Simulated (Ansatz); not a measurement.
```yaml
crystal:
  periodic: [false, false, false]
  atoms:
    - {symbol: O, position_ang: [1.776923, 0.708263, -0.630460]}
    - {symbol: B, position_ang: [1.057573, -0.138147, 0.132930]}
    - {symbol: F, position_ang: [1.755168, -0.962282, 0.903174]}
    - {symbol: Ge, position_ang: [-1.023162, -0.225570, 0.173810]}
    - {symbol: H, position_ang: [1.242803, 1.290053, -1.175228]}
    - {symbol: H, position_ang: [-1.563438, 0.082979, 1.579004]}
    - {symbol: H, position_ang: [-1.625134, 0.805152, -0.802461]}
    - {symbol: H, position_ang: [-1.528534, -1.617548, -0.236569]}
basis:
  gaussian: {orbitals: def2-mTZVPP, point_charges: [{charge: -1.00, position_ang: [5.843, -0.544, -0.638]}]}
magnetization: {spin_polarized: true, initial_magnetization: 1}
hamiltonian: {xc: {name: SVWN5}, pseudopotentials: {relativity: none}}
scf: {lower_state_search: off}
output: {forces: true}
```

```sh
$ ansatz run in.yaml --threads 2 --pin off --events-out ev --progress --plain --max-ram 4352MiB
```

How does Ansatz answer? (An estimate is asked.)

Ansatz gave: The program refused the input.
```
Error: a molecule whose nuclei and cores have a total charge of 58 cannot have a net charge of 0 together with 1 unpaired electrons
```
